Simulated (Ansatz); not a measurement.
Frontier orbitals of C₃H₆AlFSi, SMILES `C=[C]1[Al]([CH3])[SiH]1F`.

```xyz
12

C     1.732   -0.676    0.751
C     0.714    0.139    1.057
Al   -0.620    0.458   -0.350
C    -0.726    0.394   -2.292
Si   -0.881    0.165    1.958
F    -1.379   -0.985    2.967
H     2.413   -0.468   -0.074
H     1.956   -1.583    1.314
H     0.158    0.835   -2.757
H    -1.610    0.923   -2.658
H    -0.801   -0.645   -2.628
H    -0.956    1.444    2.710
```

Total charge 0; spin multiplicity 1. The geometry is a stationary point of PBE0-D4/def2-TZVP. Basis def2-TZVPP, Ansatz 0.2.0.

Orbital energies of one run (eV). Highest occupied ones, from the top: -5.33, -5.69, -7.25, -8.20, -8.92, -9.85, -10.05, -10.06, -10.13, -10.78, -10.86, -12.31, -14.59, -17.22. Empty: -2.33, -1.29, -1.22, -0.33, 0.66, 0.80.

(1) Which functional gave them?
A. B3LYP
B. r2SCANh
C. ωB97M-V
D. revPBE

Results:

(1) D. HOMO energies: revPBE -5.33, r2SCANh -5.93, B3LYP -6.17, ωB97M-V -8.24 eV.

B3LYP here is the variant with VWN-RPA as its local correlation; programs differ in this.
